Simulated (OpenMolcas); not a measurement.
An atom or ion with 42 electrons was computed by MS-RASPT2, IPEA 0.25 Eh, imaginary shift 0.1 Eh with spin-orbit coupling (OpenMolcas, ANO-RCC-VQZP, DKH2). The lowest levels that the run gave, each within 12 % of the measured value where one is at hand:

| J | Parity | E (cm-1) | g |
| --- | --- | --- | --- |
| 4 | even | 0.0 | 1.498 |
| 3 | even | 1181 | 1.499 |
| 2 | even | 1877 | 1.499 |
| 1 | even | 2330 | 1.500 |
| 0 | even | 2550 |  |
| 6 | even | 15390 | 1.163 |
| 4 | even | 15500 | 0.947 |
| 5 | even | 15690 | 1.060 |
| 2 | even | 15790 | 1.488 |
| 4 | even | 17380 | 1.081 |
| 3 | even | 17560 | 1.019 |
| 2 | even | 18130 | 0.676 |

Which ion is it, and what are the configurations and terms?

Ru²⁺ (Z = 44, charge +2; active space 12 electrons in 8 orbitals (RAS1 4p, at most 2 holes; RAS2 4d)). J, parity and g give the terms where levels are pure, and mixed ones are named by the computed weights; the size of the splittings, set against known spectra of the 42-electron sequence, gives the charge. In order, with the measured energies in cm-1 (Moore, Atomic Energy Levels, vol. III, NSRDS-NBS 35 (1971 reprint of NBS Circular 467, 1958)): 4d6 5D4, 4d6 5D3 (1159), 4d6 5D2 (1826), 4d6 5D1 (2266), 4d6 5D0 (2476), 4d6 3H6, 4d6 3H4 [56 %], 4d6 3H5, 4d6 3P2(1), 4d6 3F4(1) [58 %], 4d6 3F3(1), 4d6 3F2(1).

CASPT2 breaks the degeneracy within a term, and the mean is taken; among the terms shown or strongly mixed into the levels shown the widest spread is 440 cm-1 (4d6 3G). Active for correlation alone: 4p; no level in the range computed is led by a configuration that opens it, so any true level of that kind is missing. Computed and measured levels are paired by configuration, term and J; levels that our copy of the source lacks, or whose pairing is in doubt (as where it misses far off the trend of its configuration), stay unpaired and out of the deviations. Levels of configurations outside the active space are missing.

A share in square brackets marks a mixed level and gives the weight of the term that names it. A number in round brackets counts repeated terms of one configuration in the order of the reference energies.
